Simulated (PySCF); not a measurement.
CH6GeS, SMILES C[S][GeH3]. Atoms are numbered in the order given.

```xyz
9

Ge     0.1023     0.9918     0.0000
S     -0.7583    -1.0634     0.0000
C      0.7909    -2.0482     0.0000
H     -1.0949     1.9519     0.0000
H      0.9726     1.2085    -1.2537
H      0.9726     1.2085     1.2537
H      1.3895    -1.8504     0.9009
H      0.4836    -3.1029     0.0000
H      1.3895    -1.8504    -0.9009
```

Geometry: TPSSh-D3(BJ)/def2-SVP.

Calculation: PBE/def2-TZVPD (PySCF).

Symmetry labels are those of the subgroup Cs that the program uses (full group Cs).

List the valence orbital energies around the gap with their symmetry. (Estimate from the structure and the level; the computed values follow.)


```tsv
orbital	symmetry	energy (eV)
HOMO−7	A'	-13.42
HOMO−6	A'	-10.58
HOMO−5	A"	-10.50
HOMO−4	A'	-9.36
HOMO−3	A"	-8.54
HOMO−2	A'	-8.31
HOMO−1	A'	-7.33
HOMO	A"	-5.60
LUMO	A'	-1.02
LUMO+1	A'	-0.53
LUMO+2	A'	-0.48
LUMO+3	A'	0.39
```
